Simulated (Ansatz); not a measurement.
A run of Ansatz (development build ahead of 0.2.0) on quintet VBr at this shape:

```
atom   x (Å)   y (Å)   z (Å)
   V  0.0000  0.0000  0.0000
  Br  0.0000  0.0000  5.9520
```

Its results:

```
Converged                       : yes
Total energy                    : -3517.49713 hartree
Spin squared of the determinant : 6.627
Stability test                  : minimum
```

(1) Which input gives this output? Name the method, the orbitals and the basis set, and write the input.

## Answers

(1) PBE (unrestricted) in pcseg-2.

```yaml
crystal:
  periodic: [false, false, false]
  atoms:
    - { symbol: V, position_ang: [0.0, 0.0, 0.0] }
    - { symbol: Br, position_ang: [0.0, 0.0, 5.952] }
basis:
  gaussian: { orbitals: pcseg-2 }
magnetization:
  spin_polarized: true
  initial_magnetization: 4
hamiltonian:
  xc: pbe
```

Caution: charge can spread falsely over distant fragments; other spin multiplicities were not run; the unrestricted determinant is spin contaminated.
